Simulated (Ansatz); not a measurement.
Consider the ligand exchange at the Si–O bond: `[CH3][Al]([SiH3])[O][SiH3]` + `FCS` → `FCS[SiH3]` + `[CH3][Al]([OH])[SiH3]`.

Gas-phase electronic energies from Ansatz, PBE0-D4/def2-TZVP geometries. CCSD(T)/CBS adds triple-zeta CCSD(T) − MP2 to the extrapolated MP2 energy (def2 sets, frozen cores). DFT in def2-TZVPP. Each species was taken in one conformer, which may not be the lowest.

`[CH3][Al]([SiH3])[O][SiH3]`:

Cartesian coordinates in Å:
```
C 1.980 -0.425 1.490
Al 0.350 -0.208 0.454
Si -1.811 -1.261 0.952
O 0.382 0.782 -0.917
Si -0.114 1.567 -2.250
H 2.841 0.040 1.005
H 2.207 -1.483 1.655
H 1.869 0.026 2.482
H -2.918 -0.260 0.950
H -2.151 -2.287 -0.078
H -1.828 -1.945 2.277
H -1.530 1.231 -2.569
H 0.736 1.186 -3.409
H -0.012 3.036 -2.042
```

`FCS`:

Cartesian coordinates in Å:
```
F -0.741 -1.337 -0.013
C 0.059 -0.288 0.373
S -0.439 1.274 -0.344
H 1.087 -0.527 0.100
H -0.024 -0.168 1.455
H 0.058 1.047 -1.570
```

`FCS[SiH3]`:

```xyz
9

F    -1.806    0.107   -1.062
C    -1.355   -0.695   -0.043
S     0.341   -1.251   -0.295
Si    1.372    0.590    0.058
H    -1.440   -0.137    0.892
H    -1.973   -1.594   -0.007
H     2.800    0.225    0.212
H     1.217    1.551   -1.061
H     0.845    1.204    1.306
```

`[CH3][Al]([OH])[SiH3]`:

Z-matrix (Å, degrees):
```
C
Al 1 1.943
H 1 1.093 2 111.6
H 1 1.095 2 111.2 3 -120.8
H 1 1.095 2 111.1 3 120.7
O 2 1.702 1 117.0 3 -0.8
Si 2 2.461 1 124.3 3 179.3
H 6 0.956 2 122.9 1 180.0
H 7 1.493 2 111.5 1 61.2
H 7 1.493 2 111.6 1 -57.9
H 7 1.492 2 112.7 1 -178.4
```

```
             level  ΔE (kJ/mol)
      CAM-B3LYP-D4         64.7
SCS-MP2/def2-QZVPP         61.6
```

Q: What does CCSD(T)/CBS give? (Estimate.)

A: The calculation gave: +55.6 kJ/mol. The listed levels differ from it by 9.1, 6.0 kJ/mol.

Largest T1 diagnostic among the species: 0.013.

From PBE to PBE0 (25 % exact exchange), in def2-TZVPP and without D4, ΔE moves by +6.5 kJ/mol. At CCSD(T), def2-SVP lies +3.4 kJ/mol from the extrapolated value and def2-TZVPP +3.3 kJ/mol. In def2-TZVPP, CCSD(T) changes the Hartree–Fock value by −21.2 kJ/mol (the triples alone add −4.1 kJ/mol) and MP2 by −23.6 kJ/mol.
